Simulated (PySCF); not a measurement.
What happened in this job?

A core-ionisation job on C3H3GeN, SMILES `C#[C][GeH2][C]#N`. Theory: PySCF, delta-SCF UKS SCAN, pcX-2 on the ionised atom, pcseg-1 elsewhere, spin-free X2C.

Driver input (Å, GFN2-xTB geometry):

```
{"job": {"kind": "xps"}, "charge": 0, "multiplicity": 1}
C      2.2678     0.2669    -0.3651
C      1.1498    -0.0768    -0.0830
Ge    -0.6147    -0.6017     0.3531
C     -1.7781     0.8088    -0.2118
N     -2.4826     1.6465    -0.5456
H      3.2492     0.5620    -0.6085
H     -0.7760    -0.7602     1.8322
H     -1.0064    -1.8362    -0.3957
```

Output:

```
ground state, core basis on atom 0 (C), 129 functions
  cycle   1  E = -2264.63159714  |g| = 5.47e-01
  cycle   2  E = -2264.41914361  |g| = 1.05e+00
  cycle   3  E = -2264.67702052  |g| = 3.68e-01
  cycle   4  E = -2264.70872116  |g| = 5.23e-02
  cycle   5  E = -2264.70860533  |g| = 5.78e-02
  cycle   6  E = -2264.70945649  |g| = 9.08e-03
  cycle   7  E = -2264.70948688  |g| = 2.20e-03
  cycle   8  E = -2264.70948548  |g| = 5.69e-04
  cycle   9  E = -2264.70948291  |g| = 1.00e-04
  E(ground) = -2264.84702974 Eh
hole in C 1s of atom 0
  cycle   1  E = -2253.43952998  |g| = 1.50e+00
  cycle   2  E = -2247.65820096  |g| = 2.90e+00
  cycle   3  E = -2252.70042004  |g| = 1.50e+00
  cycle   4  E = -2253.80955138  |g| = 6.50e-01
  cycle   5  E = -2253.90843595  |g| = 4.57e-01
  cycle   6  E = -2253.99839137  |g| = 1.90e-01
  cycle   7  E = -2254.01456104  |g| = 4.34e-02
  cycle   8  E = -2254.01567367  |g| = 2.05e-02
  cycle   9  E = -2254.01611066  |g| = 9.07e-03
  cycle  10  E = -2254.01631574  |g| = 5.27e-03
  cycle  11  E = -2254.01641627  |g| = 2.39e-03
  cycle  12  E = -2254.01642616  |g| = 8.78e-04
  cycle  13  E = -2254.01642507  |g| = 3.08e-04
  E(ion) = -2254.15269864 Eh   <S^2> = 0.8505   hole on atom = 1.000   binding energy = 291.008 eV
ground state, core basis on atom 1 (C), 129 functions
  cycle   1  E = -2264.71046976  |g| = 6.61e-02
  cycle   2  E = -2264.70826212  |g| = 9.77e-02
  cycle   3  E = -2264.71016524  |g| = 4.84e-02
  cycle   4  E = -2264.71075444  |g| = 1.27e-02
  cycle   5  E = -2264.71079124  |g| = 3.10e-03
  cycle   6  E = -2264.71079352  |g| = 4.54e-04
  E(ground) = -2264.84823142 Eh
hole in C 1s of atom 1
  cycle   1  E = -2253.44487398  |g| = 1.51e+00
  cycle   2  E = -2247.34662600  |g| = 3.18e+00
  cycle   3  E = -2253.10167740  |g| = 1.26e+00
  cycle   4  E = -2253.75489853  |g| = 7.60e-01
  cycle   5  E = -2253.94340080  |g| = 3.74e-01
  cycle   6  E = -2253.99986882  |g| = 2.15e-01
  cycle   7  E = -2254.02014927  |g| = 4.56e-02
  cycle   8  E = -2254.02157662  |g| = 1.61e-02
  cycle   9  E = -2254.02199281  |g| = 8.60e-03
  cycle  10  E = -2254.02223947  |g| = 4.77e-03
  cycle  11  E = -2254.02229947  |g| = 1.86e-03
  cycle  12  E = -2254.02230492  |g| = 6.80e-04
  cycle  13  E = -2254.02230562  |g| = 1.86e-04
  E(ion) = -2254.15812677 Eh   <S^2> = 0.8549   hole on atom = 1.000   binding energy = 290.893 eV
ground state, core basis on atom 3 (C), 129 functions
  cycle   1  E = -2264.71044256  |g| = 5.84e-02
  cycle   2  E = -2264.71005185  |g| = 4.39e-02
  cycle   3  E = -2264.70961129  |g| = 6.00e-02
  cycle   4  E = -2264.71054152  |g| = 2.80e-03
  cycle   5  E = -2264.71054068  |g| = 8.09e-04
  cycle   6  E = -2264.71053991  |g| = 6.91e-04
  cycle   7  E = -2264.71054101  |g| = 8.28e-05
  E(ground) = -2264.84945712 Eh
hole in C 1s of atom 3
  cycle   1  E = -2253.43427344  |g| = 1.50e+00
  cycle   2  E = -2247.03992197  |g| = 2.71e+00
  cycle   3  E = -2243.49443914  |g| = 2.78e+00
  cycle   4  E = -2253.91282780  |g| = 3.26e-01
  cycle   5  E = -2253.95879865  |g| = 2.08e-01
  cycle   6  E = -2253.95754994  |g| = 2.30e-01
  cycle   7  E = -2253.98261339  |g| = 7.57e-02
  cycle   8  E = -2253.98654664  |g| = 1.53e-02
  cycle   9  E = -2253.98668605  |g| = 8.21e-03
  cycle  10  E = -2253.98671296  |g| = 7.04e-03
  cycle  11  E = -2253.98674522  |g| = 2.40e-03
  cycle  12  E = -2253.98676552  |g| = 9.09e-04
  cycle  13  E = -2253.98676814  |g| = 2.74e-04
  E(ion) = -2254.12432701 Eh   <S^2> = 0.8198   hole on atom = 1.000   binding energy = 291.846 eV
ground state, core basis on atom 4 (N), 129 functions
  cycle   1  E = -2264.71950268  |g| = 7.47e-02
  cycle   2  E = -2264.71856804  |g| = 6.97e-02
  cycle   3  E = -2264.71808693  |g| = 8.34e-02
  cycle   4  E = -2264.71961633  |g| = 6.27e-03
  cycle   5  E = -2264.71962306  |g| = 2.71e-03
  cycle   6  E = -2264.71962676  |g| = 4.00e-04
  E(ground) = -2264.85508768 Eh
hole in N 1s of atom 4
  cycle   1  E = -2249.12256625  |g| = 1.84e+00
  cycle   2  E = -2243.45089278  |g| = 2.83e+00
  cycle   3  E = -2238.71429986  |g| = 2.83e+00
  cycle   4  E = -2249.53441034  |g| = 7.79e-01
  cycle   5  E = -2249.29731301  |g| = 1.14e+00
  cycle   6  E = -2249.81309928  |g| = 1.62e-01
  cycle   7  E = -2249.81031469  |g| = 1.62e-01
  cycle   8  E = -2249.82506617  |g| = 2.60e-02
  cycle   9  E = -2249.82553548  |g| = 1.09e-02
  cycle  10  E = -2249.82570571  |g| = 5.81e-03
  cycle  11  E = -2249.82577535  |g| = 3.04e-03
  cycle  12  E = -2249.82578616  |g| = 9.11e-04
  cycle  13  E = -2249.82578596  |g| = 2.40e-04
  E(ion) = -2249.96134071 Eh   <S^2> = 0.8173   hole on atom = 1.000   binding energy = 405.279 eV
```

The program numbers atoms from 0. E(ground) and E(ion) are re-evaluated on a finer grid than the cycles, so they differ from the last cycles; that is no fault.

Task: Do all binding energies of this run deserve the same trust?

Result: No. Every hole passed the driver's convergence checks (|g| < 5e-4, core orbital emptied to over 0.9), but ⟨S²⟩ is 0.855 for C1s on atom 1 and 0.850 for C1s on atom 0, against 0.75 for a pure doublet, so the unrestricted ion state holds higher spin components.

Task: What would you do next?

Result: Recompute such holes with a restricted open-shell or spin-projected scheme and compare; until then these binding energies are doubtful.

Time: 66 s wall; peak memory 0.63 GiB. Hardware: Intel Xeon at 2.70 GHz, one thread (shared host).
